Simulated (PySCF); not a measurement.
BeClHSe, SMILES [SeH][Be][Cl]. Geometry: PBE-D3(BJ)/def2-TZVP. One conformer was computed; it need not be the lowest.

Computed with PBE-D3(BJ)/def2-TZVP run with PySCF.

Harmonic wavenumbers (cm⁻¹): 184, 217, 289, 551, 1014, 2340. Rotational constants (GHz): 230.5, 1.365, 1.357; symmetry number 1.

Work out the zero-point energy and the ideal-gas rigid-rotor harmonic-oscillator thermochemistry at 298.15 K and 1 atm.

ZPE = ½ Σ hcν = ½ × 4595 cm⁻¹ = 6.57 kcal/mol. H − E(el) = 10.06 kcal/mol. Entropy in cal/(mol K): translation 40.37, rotation 24.14, vibration 6.38, total 70.88. G − E(el) = -11.08 kcal/mol. Cp = 14.82 cal/(mol K).
